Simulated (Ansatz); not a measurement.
System: C2H8BN2, net charge 0, doublet state. It need not be the lowest isomer of its formula. 
Geometry from a B3LYP-D3(BJ)/def2-TZVP (Ansatz, a quantum-chemistry and plane-wave program) optimisation:
```xyz
13

C      1.9752     0.4443    -0.4890
C      1.0435    -0.4561     0.2266
B     -0.5215    -0.1015     0.1180
N     -1.4483    -0.9386     0.7887
N     -0.9447     1.0183    -0.6301
H      2.2284     0.2782    -1.5274
H      2.3637     1.3374    -0.0184
H      1.2865    -0.4808     1.2962
H      1.1582    -1.4856    -0.1351
H     -2.4439    -0.7999     0.7806
H     -1.1614    -1.7381     1.3241
H     -1.9025     1.3013    -0.7429
H     -0.2824     1.6076    -1.1031
```
Charge 0, spin multiplicity 2.

Computed values are from Ansatz. Valence correlation only, unless marked. UHF or UKS for open shells. Spin-orbit coupling is left out. Non-relativistic. Basis-set limits of correlation are two-point, X^-3; Hartree-Fock from the larger set.

Q: What is the T1 diagnostic at CCSD/cc-pVQZ?

A: 0.012.

Q: What is the dipole moment at CCSD(T)/aug-cc-pVDZ?

A: 1.44 D.

Q: What is the atomisation energy De at CCSD(T)/CBS(cc-pVTZ,cc-pVQZ)?

A: 4987.8 kJ/mol.

Q: What is the total energy at CCSD(T)/CBS(cc-pVTZ,cc-pVQZ)?

A: -215.1405 Eh.
